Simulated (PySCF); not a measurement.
B3LYP has the VWN-RPA correlation part, as in Gaussian. 

```xyz
10

C      1.6423    -0.0987     0.3248
C      0.3520    -0.0254     0.6186
C     -0.7483    -0.1678    -0.3800
O     -1.6184     0.9588    -0.2558
H      1.9836    -0.2447    -0.6939
H      2.4046    -0.0185     1.0889
H      0.0290     0.1368     1.6425
H     -1.3026    -1.0951    -0.1786
H     -0.3306    -0.2378    -1.3915
H     -2.4117     0.7923    -0.7751
```

Charge 0, multiplicity 1.

Problem. Give the Mulliken and meta-Löwdin atomic charges from B3LYP-D3(BJ)/def2-TZVP in PySCF.

Solution. 
```tsv
atom	Mulliken (e)	meta-Löwdin (e)
C1	-0.26	-0.26
C2	-0.07	-0.09
C3	-0.01	0.02
O4	-0.45	-0.55
H5	0.11	0.11
H6	0.11	0.12
H7	0.11	0.12
H8	0.09	0.10
H9	0.08	0.09
H10	0.29	0.33
```
